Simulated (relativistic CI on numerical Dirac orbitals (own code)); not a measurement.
Forbidden lines of In XXXIV

Computed by Dirac-Coulomb-Breit CI, KLI orbitals optimised for each configuration, a model potential for QED, unscaled Slater integrals (own radial code, finite nucleus).

Configuration list (outside the closed core [Ne]): 3s2 3p4, 3s 3p5, 3s2 3p3 3d, 3p6, 3s 3p4 3d, 3p5 3d, 3s 3p3 3d2, 3s2 3p2 3d 4p, 3p5 4s, 3s 3p3 3d 4s, 3p5 4p, 3s2 3p3 4s, 3s2 3p3 4p, 3s2 3p3 4d, 3p4 3d 4p, 3s 3p4 4s, 3s2 3p3 4f, 3s 3p4 4p, 3s 3p4 4d, 3s 3p4 4f, 3s2 3p3 5s, 3s2 3p3 5p, 3s2 3p2 4s 4p, 3s2 3p3 5d, 3s2 3p3 5f, 3s2 3p3 5g, 3s 3p3 4s2, 3s 3p4 5s, 3s2 3p2 3d2, 3s2 3p 3d3, 3s 3p2 3d3, 3s2 3p 3d2 4s, 3s2 3p 3d2 4p, 3s2 3p 3d2 4d, 3p4 3d2, 3p3 3d3, 3p3 3d2 4s, 3p3 3d2 4p, 3p3 3d2 4d, 3s2 3p2 3d 4s, 3s 3p2 3d2 4s, 3s2 3p 3d 4s2, 3s2 3p 3d 4s 4p, 3s2 3p 3d 4s 4d, 3p4 3d 4s, 3p3 3d 4s2, 3p3 3d 4s 4p, 3p3 3d 4s 4d, 3s2 3p2 4s2, 3s 3p2 3d 4s2, 3s2 3p 4s2 4p, 3s2 3p 4s2 4d, 3s2 3p2 4p2, 3s2 3p 3d 4p2, 3s 3p2 3d 4p2, 3s2 3p 4s 4p2, 3s2 3p 4p3, 3s2 3p 4p2 4d, 3s 3p3 4s 4p, 3s 3p2 3d 4s 4p, 3s 3p2 4s2 4p, 3s 3p2 4s 4p2, 3s 3p2 4s 4p 4d. Double excitations out of closed p, d and f shells are left out; levels of such configurations are missing from the list, as are those of other unlisted configurations, and high levels can miss mixing partners. These lack a partner that the ground configuration has and come out too high: 3s2 3p3 4f, 3s 3p4 4p, 3s 3p4 4d, 3s 3p4 4f, 3s2 3p3 5s.

| λ vac (nm) | Lower | Upper | Type | A (s⁻¹) | log gf |
| --- | --- | --- | --- | --- | --- |
| 18.680 | 3s2 3p3 3d 3F°_3 [19] | 3s2 3p3 3d 3F°_4 [40] | M1 | 7.27e+04 | -5.47 |
| 20.625 | 3s2 3p3 3d 3G°_4 [21] | 3s2 3p3 3d 3F°_4 [40] | M1 | 2.51e+05 | -4.84 |
| 20.666 | 3s2 3p3 3d 3D°_3 [22] | 3s2 3p3 3d 3F°_4 [40] | M1 | 2.41e+05 | -4.86 |
| 21.334 | 3s2 3p4 3P_1 [3] | 3s2 3p4 3P_0 [5] | M1 | 3.06e+06 | -4.68 |
| 21.611 | 3s2 3p3 3d 1G°_4 [24] | 3s2 3p3 3d 3F°_4 [40] | M1 | 8.41e+05 | -4.28 |
| 23.236 | 3s2 3p4 3P_2 [1] | 3s2 3p4 1D_2 [4] | M1 | 6.13e+05 | -4.61 |
| 23.773 | 3s2 3p3 3d 5D°_3 [9] | 3s2 3p3 3d 1G°_4 [24] | M1 | 1.08e+05 | -5.08 |
| 24.165 | 3s2 3p3 3d 3F°_4 [26] | 3s2 3p3 3d 3F°_4 [40] | M1 | 8.88e+04 | -5.16 |
| 24.212 | 3s2 3p3 3d 5D°_4 [11] | 3s2 3p3 3d 3G°_5 [27] | M1 | 1.59e+05 | -4.81 |
| 25.093 | 3s2 3p3 3d 5D°_3 [9] | 3s2 3p3 3d 3G°_4 [21] | M1 | 6.57e+04 | -5.25 |
| 25.354 | 3s2 3p3 3d 3G°_5 [27] | 3s2 3p3 3d 3F°_4 [40] | M1 | 2.53e+05 | -4.66 |
| 25.406 | 3s2 3p3 3d 5D°_4 [11] | 3s2 3p3 3d 3F°_4 [26] | M1 | 5.81e+04 | -5.30 |
| 26.381 | 3s2 3p4 3P_2 [1] | 3s2 3p4 3P_1 [3] | M1 | 9.01e+05 | -4.55 |
| 29.010 | 3s2 3p3 3d 5D°_4 [11] | 3s2 3p3 3d 1G°_4 [24] | M1 | 4.68e+05 | -4.27 |
| 31.000 | 3s2 3p3 3d 5D°_4 [11] | 3s2 3p3 3d 3G°_4 [21] | M1 | 1.33e+05 | -4.76 |
| 34.564 | 3s2 3p4 1S_0 [2] | 3s2 3p4 3P_1 [3] | M1 | 1.91e+05 | -4.99 |
| 35.765 | 3s2 3p3 3d 3G°_3 [14] | 3s2 3p3 3d 3F°_4 [26] | M1 | 6.19e+04 | -4.97 |
| 36.188 | 3s2 3p3 3d 3F°_3 [33] | 3s2 3p3 3d 3F°_4 [40] | M1 | 9.16e+04 | -4.79 |
| 43.345 | 3s2 3p3 3d 3G°_3 [14] | 3s2 3p3 3d 1G°_4 [24] | M1 | 9.29e+04 | -4.63 |
| 47.944 | 3s2 3p3 3d 3G°_3 [14] | 3s2 3p3 3d 3G°_4 [21] | M1 | 4.20e+04 | -4.89 |

Terms are leading LS components. Brackets give the number of a level in order of energy, since labels repeat. The list gives strong lines, with weight on those to low levels, among the lowest 400 of 10362 levels, so that lines to higher ones, which can be the strongest, are missing. Levels whose partners in the same complex of configurations lie outside the list can be far off, and so can their lines. Rates are taken at the computed energies, electric ones in the length gauge.

At this charge energies of transitions that change n are usually good to better than 1 %, and those within a shell (Δn = 0) to a few per cent.

LS names give the leading component of a level, which can be under half, so a name can repeat, a term be missing and a line seem to break the LS rules.
